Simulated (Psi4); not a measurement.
I₃In, charge +3, doublet, geometry from GFN2-xTB of the parent state (such geometries of metal compounds can be far from the true shape) (a state made from the parent by changing its charge; the spin is typed, not shown lowest) (all electrons, no relativity); B3LYP/3-21G (Psi4).

Psi4 was given this input:
```
memory 2 GB

molecule {
3 2
In   -0.00000000    0.00000000    0.00000000
I     2.59339744   -0.42076413   -0.82340452
I    -0.95084291   -1.26327639    2.25405818
I    -1.64255453    1.68404052   -1.43065366
}

set {
  basis 3-21g
  reference uks
  scf_type pk
}

energy('b3lyp')
print_variables()
```

It wrote (shortened):

```
   => Loading Basis Set <=

    Name: 3-21G
    Role: ORBITAL
    Keyword: BASIS

         ---------------------------------------------------------
                                   SCF
               by Justin Turney, Rob Parrish, Andy Simmonett
                          and Daniel G. A. Smith
                              UKS Reference
         ---------------------------------------------------------

  ==> Geometry <==

    Molecular point group: c2v
    Full point group: C2v

    Geometry (in Angstrom), charge = 3, multiplicity = 2:

       Center              X                  Y                   Z               Mass
    ------------   -----------------  -----------------  -----------------  -----------------
         IN           0.000000000000     0.000000000000     0.000000000000   114.903878776000
         I           -0.000000000000     0.000000000000     2.753315771656   126.904471900000
         I           -0.000000000000     2.384441406129    -1.376657885828   126.904471900000
         I            0.000000000000    -2.384441406129    -1.376657885828   126.904471900000

  Running in c2v symmetry.

  Rotational constants: A =      0.01168  B =      0.01168  C =      0.00584 [cm^-1]
  Rotational constants: A =    350.21679  B =    350.21679  C =    175.10840 [MHz]
  Nuclear repulsion = 2432.500424149056471

  Charge       = 3
  Multiplicity = 2
  Electrons    = 205
  Nalpha       = 103
  Nbeta        = 102

  ==> Algorithm <==

  SCF Algorithm Type is PK.
  DIIS enabled.
  MOM disabled.
  Fractional occupation disabled.
  Guess Type is SAD.
  Energy threshold   = 1.00e-06
  Density threshold  = 1.00e-06
  Integral threshold = 1.00e-12

  ==> Primary Basis <==

  Basis Set: 3-21G
    Blend: 3-21G
    Number of shells: 52
    Number of basis functions: 132
    Number of Cartesian functions: 132
    Spherical Harmonics?: false
    Max angular momentum: 2

  ==> DFT Potential <==

   => LibXC <=

    Version 7.1.2
    S. Lehtola, C. Steigemann, M. J. T. Oliveira, and M. A. L. Marques,  SoftwareX 7, 1–5 (2018) (10.1016/j.softx.2017.11.002)

   => Composite Functional: B3LYP <=

    B3LYP Hyb-GGA Exchange-Correlation Functional

    P. J. Stephens, F. J. Devlin, C. F. Chabalowski, and M. J. Frisch,  J. Phys. Chem. 98, 11623 (1994) (10.1021/j100096a001)

    Deriv               =              1
    GGA                 =           TRUE
    Meta                =          FALSE

    Exchange Hybrid     =           TRUE
[...]
   @UKS iter  88: -26387.91245482793238    7.60132e-04   1.53723e-04 ADIIS/DIIS
   @UKS iter  89: -26387.91114094189470    1.31389e-03   2.11809e-04 ADIIS/DIIS
   @UKS iter  90: -26387.91238394233005   -1.24300e-03   2.82797e-04 ADIIS/DIIS
   @UKS iter  91: -26387.91250620520441   -1.22263e-04   2.39964e-04 ADIIS/DIIS
   @UKS iter  92: -26387.91241246569189    9.37395e-05   2.38420e-04 ADIIS/DIIS
   @UKS iter  93: -26387.91239891626901    1.35494e-05   2.29087e-04 ADIIS/DIIS
   @UKS iter  94: -26387.91242932929163   -3.04130e-05   2.22147e-04 ADIIS/DIIS
   @UKS iter  95: -26387.91241368486226    1.56444e-05   2.32510e-04 ADIIS/DIIS
   @UKS iter  96: -26387.91223454458304    1.79140e-04   2.32211e-04 ADIIS/DIIS
   @UKS iter  97: -26387.91242088276340   -1.86338e-04   2.33610e-04 ADIIS/DIIS
   @UKS iter  98: -26387.91237316056868    4.77222e-05   2.20621e-04 ADIIS/DIIS
   @UKS iter  99: -26387.91283912468862   -4.65964e-04   2.39716e-04 ADIIS/DIIS
   @UKS iter 100: -26387.91277787002400    6.12547e-05   1.88847e-04 ADIIS/DIIS

PsiException: Could not converge SCF iterations in 100 iterations.

  Failed to converge.

Traceback (most recent call last):
  File "psi4", line 375, in <module>
  File "<string>", line 26, in <module>
  File "site-packages/psi4/driver/driver.py", line 533, in energy
  File "site-packages/psi4/driver/procrouting/proc.py", line 2760, in run_scf
  File "site-packages/psi4/driver/procrouting/proc.py", line 2047, in scf_helper
  File "site-packages/psi4/driver/procrouting/scf_proc/scf_iterator.py", line 93, in scf_compute_energy
  File "site-packages/psi4/driver/procrouting/scf_proc/scf_iterator.py", line 86, in scf_compute_energy
  File "site-packages/psi4/driver/procrouting/scf_proc/scf_iterator.py", line 609, in scf_iterate

psi4.driver.p4util.exceptions.SCFConvergenceError: Could not converge SCF iterations in 100 iterations.

Printing out the relevant lines from the Psithon --> Python processed input file:
    """)
    core.IO.set_default_namespace("")
    core.set_global_option("BASIS", "3-21g")
    core.set_global_option("REFERENCE", "uks")
    core.set_global_option("SCF_TYPE", "pk")
--> energy('b3lyp')
    print_variables()

!-------------------------------------------------------!
!                                                       !
!  Could not converge SCF iterations in 100 iterations. !
!                                                       !
!-------------------------------------------------------!
```

Convergence was not reached.
